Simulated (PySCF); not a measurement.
CH₈O₃Si₂, SMILES O[C@H]([SiH3])[SiH](O)O. Atoms are numbered in the order given.

```xyz
14

O     -0.3582     1.6106     0.9949
C     -0.5714     0.6061    -0.0062
Si    -2.1282    -0.3506     0.4926
Si     0.9637    -0.4511    -0.1813
O      2.1659     0.6947     0.0278
O      0.9351    -1.1213    -1.6995
H      0.5542     1.9215     0.8808
H     -0.7695     1.0475    -1.0114
H     -1.9148    -1.0240     1.8083
H     -2.4186    -1.3894    -0.5439
H     -3.2913     0.5771     0.6056
H      1.1463    -1.5230     0.8451
H      3.0202     0.4134     0.3729
H      1.4637    -1.9098    -1.8632
```
Charge 0, spin multiplicity 1.

Geometry: r2SCAN-D4/def2-SVP. The structure was generated by enumeration; whether it is a known compound was not checked. Other conformers were not sampled.

Method: PySCF with TDA-PBE/def2-SVPD.

Vertical excitations. 

Computed UV-visible absorptions:
```tsv
state	energy (eV)	λ (nm)	f	main pairs
S1	5.24	237	0.005	HOMO→LUMO 99 %
S2	5.66	219	0.004	HOMO→LUMO+1 98 %
S3	6.10	203	0.018	HOMO−1→LUMO 98 %
S4	6.15	202	0.003	HOMO→LUMO+2 99 %
S5	6.48	191	0.002	HOMO−1→LUMO+1 97 %
S6	6.63	187	0.007	HOMO→LUMO+3 99 %
T1	5.13	242	0	HOMO→LUMO 98 %
T2	5.44	228	0	HOMO→LUMO+1 98 %
```
Triplets are in the Tamm–Dancoff approximation.
